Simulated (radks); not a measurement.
Results of a calculation; reference values are marked as such.
Charge is removed step by step from the 5p3/2 level of neutral thallium, starting from [Kr] 4d10 4f14 5s2 5p(1/2: 2, 3/2: 4) 5d10 6s2 6p1. Level of theory: Dirac Kohn-Sham, LDA (Slater exchange, Perdew-Wang correlation), spin-unpolarised, spherical densities, finite nucleus; open shells fill j = l - 1/2 first; Fermi nuclear charge, rms radius 5.4759 fm (a radial shooting solver on a logarithmic mesh with Libxc functionals).

removed (e)  E - E(0) (eV)  eigenvalue (eV)  E minus straight line (eV)
0                    0.000          -70.210                       0.000
0.25                17.966          -73.548                      -1.314
0.5                 36.786          -77.036                      -1.774
0.75                56.495          -80.650                      -1.346
1                   77.120          -84.375                       0.000

Removing the whole electron costs 77.120 eV by Delta-SCF, against 70.210 eV from minus the eigenvalue at the starting occupation. Slater's transition state (half an electron removed) gives 77.036 eV. Integrating minus the eigenvalue over the occupation (Janak's theorem) gives 77.120 eV. The mean slope of the eigenvalue, de/dn, is 14.2 eV per electron.
